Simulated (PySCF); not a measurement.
The numbers are results of B3LYP-D3(BJ)/def2-TZVP // PBE0-D3(BJ)/def2-TZVP in PySCF, not measurements. All species are isolated molecules in the gas phase. One relaxed conformer stands for a flexible species; it need not be the lowest. B3LYP has the VWN-RPA correlation part, as in Gaussian. Excitations are Tamm–Dancoff values on a coarser integration grid. The basis has no diffuse functions, so Rydberg states are missing or too high.

Reference species (SMILES): `C(#CC)S` (neutral, multiplicity 1).

- S1 oscillator strength = 0.000
- S1 excitation (TDA) = 4.70 eV

Changed species: `C=CC=S` (C–C–C–S torsion 180°).

### Question
Give the shifts of the S1 oscillator strength and S1 excitation (TDA).

### Answer
the S1 oscillator strength is nearly the same; the S1 excitation (TDA) falls by 2.59 eV, to 2.11 eV.
